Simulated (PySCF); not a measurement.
BrIrN: fields on a plane

These are results of UB3LYP/[Ir def2-SVP with ECP60, N def2-SVP, Br def2-SVP], scalar-relativistic core potentials, density fitting, no spin–orbit coupling, PySCF, not measurements.

The doublet minimum has Ir–Br 2.397 Å, Ir–N 1.625 Å; Br–Ir–N 135.3°.

The plane holds Ir1 at (0.00, 0.00), N2 at (1.63, 0.00), Br3 at (-1.70, 1.69) Å. Columns run from x = -3.75 to 4.05 Å, rows from y = 4.05 (top) to -1.95 Å, in steps of 0.3 Å. Other isomers or separated fragments may lie lower. Core electrons replaced by a potential are absent, the electrostatic potential uses the reduced nuclear charge, and values within about 0.7 Å of such atoms have no physical meaning.

**Question.** Give the highest occupied orbital (Å^-3/2) at -7.11 eV (cut at ±0.3; overall sign arbitrary). Every second row and column.

**Answer.** 
```
 0.00  0.00  0.00  0.00  0.00  0.00  0.00  0.00  0.00  0.00  0.00  0.00  0.00  0.00
 0.00  0.01  0.01  0.00 -0.01 -0.01 -0.01 -0.01  0.00  0.00  0.00  0.00  0.00  0.00
 0.01  0.03  0.03  0.01 -0.04 -0.04 -0.02 -0.01  0.00  0.00  0.00  0.00  0.00  0.00
 0.02  0.05  0.10  0.04 -0.12 -0.10 -0.02  0.01  0.01  0.00 -0.01 -0.01  0.00  0.00
 0.03  0.07  0.17 -0.23  0.03 -0.14  0.03  0.07  0.03 -0.03 -0.04 -0.02 -0.01  0.00
 0.02  0.06  0.11  0.05 -0.13 -0.10  0.16  0.23  0.05 -0.12 -0.13 -0.06 -0.02  0.00
 0.02  0.03  0.04  0.02 -0.07 -0.28  0.00  0.26  0.01 -0.30 -0.30 -0.10 -0.03  0.00
 0.01  0.02  0.03  0.04  0.03 -0.12  0.00 -0.30  0.18  0.30 -0.20 -0.07 -0.02  0.00
 0.01  0.02  0.03  0.06  0.12  0.30  0.30  0.04  0.20  0.25  0.04 -0.01  0.00  0.00
 0.01  0.01  0.03  0.05  0.11  0.20  0.25  0.18  0.14  0.10  0.05  0.01  0.00  0.00
 0.00  0.01  0.02  0.04  0.07  0.10  0.12  0.10  0.07  0.05  0.03  0.01  0.00  0.00
```

**Question.** Give the electrostatic potential (V) (cut at 20 V). Lower edges of the bins (V): '_' -0.40, '.' -0.28, ':' -0.09, '-' 0.22, '=' 0.70, '+' 1.46, '*' 2.66, '#' 4.57, '%' 7.60, '@' 12.40; top 20.0, each point printed twice.

**Answer.** 
```
::::::::::::............................::::::::::::::
::::::::::::::..........................::::::::::::::
::::::::--------::....____................::::::::::::
::::----====++====--::................::..........::::
::----==++**####**++==::........::::::::..............
::--==++##%%@@@@@@##**==::::::::::::::::..............
::--++**%%@@@@@@@@@@##++----::::::::::::..............
::--++##@@@@@@@@@@@@%%**++==------::::::..............
::--++##@@@@@@@@@@@@@@##**++++====----::..............
::--==##@@@@@@@@@@@@@@######****++====--::..____......
::::==**%%@@@@@@@@@@@@@@@@@@%%##****++++--..______....
..::--==**##@@@@@@@@@@@@@@@@@@@@%%%%%%##++--______....
::::::--==++**##%%@@@@@@@@@@@@@@@@@@@@@@##==..____....
::::::::--==++**%%@@@@@@@@@@@@@@@@@@@@@@@@++::____....
::::::::--==++**%%@@@@@@@@@@@@@@@@@@@@@@@@**--..__....
::::::----==++**##@@@@@@@@@@@@@@@@@@@@@@%%++::........
::::------==++**##%%@@@@@@@@@@@@%%%%%%##**==::........
::::------====++**##%%%%@@@@%%##****++++==--::........
::--------====++++****########**++====----::::......::
::----------======++++++++++++++==----::::::::::::::::
::----------====================------::::::::::::::::
```

Other spin states or occupations of the open shell can lie lower. With an element this heavy the missing spin–orbit coupling can shift these numbers.
